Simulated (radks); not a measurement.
Q: The table gives one normalised radial function P(r) = r R(r) of Ta3.25+ in [Xe] 4f14 5d(up 1.5, down 0.25) (r in bohr). Calculated with a radial shooting solver on a logarithmic mesh with Libxc functionals: scalar-relativistic Kohn-Sham, BLYP, spin-polarised, spherical densities, point nucleus.

r	P
0.0007965	0.0011
0.0009199	0.0014
0.001062	0.0018
0.001227	0.0023
0.001417	0.0029
0.001636	0.0037
0.00189	0.0047
0.002182	0.0059
0.002521	0.0076
0.002911	0.0096
0.003389	0.0123
0.003914	0.0156
0.00452	0.0198
0.00522	0.0250
0.006028	0.0314
0.006962	0.0394
0.00804	0.0491
0.009286	0.0610
0.01072	0.0752
0.01238	0.0919
0.0143	0.1113
0.01652	0.1332
0.01908	0.1572
0.02203	0.1823
0.02544	0.2071
0.02938	0.2292
0.03394	0.2455
0.03919	0.2520
0.04526	0.2442
0.05227	0.2173
0.06037	0.1678
0.07028	0.0893
0.08116	-0.0072
0.09373	-0.1171
0.1083	-0.2260
0.125	-0.3135
0.1444	-0.3566
0.1667	-0.3348
0.1926	-0.2372
0.2224	-0.0700
0.2568	0.1398
0.2966	0.3458
0.3426	0.4926
0.3956	0.5309
0.4569	0.4345
0.5277	0.2109
0.6094	-0.0997
0.7038	-0.4364
0.8128	-0.7344
0.9387	-0.9415
1.084	-1.0293
1.252	-0.9977
1.457	-0.8620
1.683	-0.6784
1.944	-0.4836
2.245	-0.3109
2.593	-0.1786
2.994	-0.0904
3.458	-0.0396
3.994	-0.0147
4.612	-0.0045
5.327	-0.0011
6.152	-0.0002

Which n and l does it have? It may be an empty orbital.

A: n = 5, l = 1: the number of nodes gives n - l - 1 = 3, the rise at small r (about r^(l+1), flatter next to the nucleus through relativity) gives l, and the extent must fit the shell. The curve is that of 5p down; the table hardly tells the two spins apart. 5p down: eigenvalue -69.832 eV, 3 radial nodes at r = 0.0804, 0.234, 0.583 bohr, <r> = 1.27 bohr, 90 % of the charge inside 1.86 bohr.
